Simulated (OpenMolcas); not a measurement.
**Pr3+ in a point-charge field**

Pr3+ among 8 point charges of -1.5 e arranged as a cube (Oh), 2.76 Å from the ion.

| Item | Value |
| --- | --- |
| Program | OpenMolcas |
| Method | SS-CASPT2, IPEA 0.25 Eh, imaginary shift 0.1 Eh (closed shells correlated: 5s 5p) |
| Basis | ANO-RCC-VTZP [8s7p5d3f2g1h] |
| Scalar Hamiltonian | DKH2, point nucleus |
| Active space | 2 electrons in 7 orbitals (4f) |
| State averaging | 2S+1 = 3 even, 21 roots; 2S+1 = 1 even, 27 roots kept (CI in the orbitals of an earlier block) |
| Spin-orbit coupling | state interaction with AMFI integrals over the reference wave functions |

The lowest spin-free states (labels of O, the rotations of Oh), above the lowest:

```json
{"State": "3T1", "Degeneracy": "3", "E (cm-1)": "0", "Free-ion L (%)": "H (100)"}
{"State": "3E", "Degeneracy": "2", "E (cm-1)": "100", "Free-ion L (%)": "H (100)"}
{"State": "3T2", "Degeneracy": "3", "E (cm-1)": "240", "Free-ion L (%)": "H (100)"}
{"State": "3T1", "Degeneracy": "3", "E (cm-1)": "300", "Free-ion L (%)": "H (100)"}
{"State": "3T1", "Degeneracy": "3", "E (cm-1)": "4690", "Free-ion L (%)": "F (100)"}
{"State": "3A2", "Degeneracy": "1", "E (cm-1)": "4700", "Free-ion L (%)": "F (100)"}
{"State": "3T2", "Degeneracy": "3", "E (cm-1)": "4700", "Free-ion L (%)": "F (100)"}
{"State": "1T1", "Degeneracy": "3", "E (cm-1)": "6050", "Free-ion L (%)": "G (100)"}
{"State": "1T2", "Degeneracy": "3", "E (cm-1)": "6430", "Free-ion L (%)": "G (100)"}
{"State": "1E", "Degeneracy": "2", "E (cm-1)": "6620", "Free-ion L (%)": "G (100)"}
{"State": "1A1", "Degeneracy": "1", "E (cm-1)": "6940", "Free-ion L (%)": "G (100)"}
{"State": "1E", "Degeneracy": "2", "E (cm-1)": "17170", "Free-ion L (%)": "D (100)"}
{"State": "1T2", "Degeneracy": "3", "E (cm-1)": "17340", "Free-ion L (%)": "D (100)"}
{"State": "1A2", "Degeneracy": "1", "E (cm-1)": "22680", "Free-ion L (%)": "I (100)"}
{"State": "3T1", "Degeneracy": "3", "E (cm-1)": "22990", "Free-ion L (%)": "P (100)"}
{"State": "1E", "Degeneracy": "2", "E (cm-1)": "23000", "Free-ion L (%)": "I (100)"}
{"State": "1T1", "Degeneracy": "3", "E (cm-1)": "23170", "Free-ion L (%)": "I (100)"}
{"State": "1T2", "Degeneracy": "3", "E (cm-1)": "23180", "Free-ion L (%)": "I (100)"}
{"State": "1T2", "Degeneracy": "3", "E (cm-1)": "23200", "Free-ion L (%)": "I (100)"}
{"State": "1A1", "Degeneracy": "1", "E (cm-1)": "23220", "Free-ion L (%)": "I (100)"}
```

The lowest levels with spin-orbit coupling:

```json
{"E (cm-1)": "0", "Degeneracy": "3", "Label": "T2", "2S+1": "3", "J": "4.00", "|mJ| (%)": "3 (58)"}
{"E (cm-1)": "140", "Degeneracy": "2", "Label": "E", "2S+1": "3", "J": "4.00", "|mJ| (%)": "2 (50)"}
{"E (cm-1)": "180", "Degeneracy": "3", "Label": "T1", "2S+1": "3", "J": "4.00", "|mJ| (%)": "1 (58)"}
{"E (cm-1)": "260", "Degeneracy": "1", "Label": "A1", "2S+1": "3", "J": "4.00", "|mJ| (%)": "0 (58)"}
{"E (cm-1)": "2330", "Degeneracy": "2", "Label": "E", "2S+1": "3", "J": "5.00", "|mJ| (%)": "2 (50)"}
{"E (cm-1)": "2340", "Degeneracy": "3", "Label": "T1", "2S+1": "3", "J": "5.00", "|mJ| (%)": "3 (60)"}
{"E (cm-1)": "2470", "Degeneracy": "3", "Label": "T2", "2S+1": "3", "J": "5.00", "|mJ| (%)": "2 (33)"}
{"E (cm-1)": "2510", "Degeneracy": "3", "Label": "T1", "2S+1": "3", "J": "5.00", "|mJ| (%)": "5 (34)"}
{"E (cm-1)": "4670", "Degeneracy": "1", "Label": "A1", "2S+1": "3", "J": "6.00", "|mJ| (%)": "4 (87)"}
{"E (cm-1)": "4720", "Degeneracy": "3", "Label": "T1", "2S+1": "3", "J": "6.00", "|mJ| (%)": "4 (33)"}
{"E (cm-1)": "4770", "Degeneracy": "3", "Label": "T2", "2S+1": "3", "J": "6.00", "|mJ| (%)": "5 (41)"}
{"E (cm-1)": "4890", "Degeneracy": "1", "Label": "A2", "2S+1": "3", "J": "5.99", "|mJ| (%)": "2 (69)"}
{"E (cm-1)": "4930", "Degeneracy": "3", "Label": "T2", "2S+1": "3", "J": "5.99", "|mJ| (%)": "1 (53)"}
{"E (cm-1)": "4940", "Degeneracy": "2", "Label": "E", "2S+1": "3", "J": "5.99", "|mJ| (%)": "0 (44)"}
{"E (cm-1)": "5440", "Degeneracy": "2", "Label": "E", "2S+1": "3", "J": "2.01", "|mJ| (%)": "0 (50)"}
{"E (cm-1)": "5450", "Degeneracy": "3", "Label": "T2", "2S+1": "3", "J": "2.02", "|mJ| (%)": "1 (67)"}
{"E (cm-1)": "6950", "Degeneracy": "3", "Label": "T2", "2S+1": "3", "J": "3.00", "|mJ| (%)": "1 (42)"}
{"E (cm-1)": "6950", "Degeneracy": "3", "Label": "T1", "2S+1": "3", "J": "3.00", "|mJ| (%)": "3 (42)"}
{"E (cm-1)": "6960", "Degeneracy": "1", "Label": "A2", "2S+1": "3", "J": "3.01", "|mJ| (%)": "2 (100)"}
{"E (cm-1)": "7230", "Degeneracy": "3", "Label": "T1", "2S+1": "3 (58 %)", "J": "4.00", "|mJ| (%)": "1 (58)"}
```

Powder χT (cm3 K/mol): 1.02 at 2 K, 1.07 at 10 K, 1.27 at 50 K, 1.45 at 100 K, 1.58 at 200 K, 1.62 at 300 K. The effective moment at 300 K is 2.828 √(χT) = 3.60 μB.

Hund's rules give f2 the level 3H4 with g = 0.800, so an isolated free-ion multiplet has χT = g² J(J+1) / 8 = 1.600 cm3 K/mol. The computed 1.618 at 300 K differs by +1 %, through the field's splitting, the mixing of terms and any other multiplet in reach.

Stevens parameters of the J = 4 multiplet, which is 258 cm-1 wide (cm-1, z along the main axis): B40 = 7.700e-02, B44 = 3.850e-01, B60 = -1.865e-05, B64 = 3.789e-04.

Roots that are degenerate in the reference are averaged as groups; the widest CASPT2 spread within a group is 720 cm-1 (the 3-fold group of multiplicity 1 near 23200 cm-1 above the lowest state of its run). Shifts and gaps below about the spread of the groups concerned are not significant. This is an electrostatic model: the charges have no orbitals. The first state left out of the spin-orbit step lies near 62000 cm-1 above the lowest spin-free state of the reference (among the parities and spins computed), and the lists stop at four fifths of that energy or lower. No measured value stands beside these numbers.
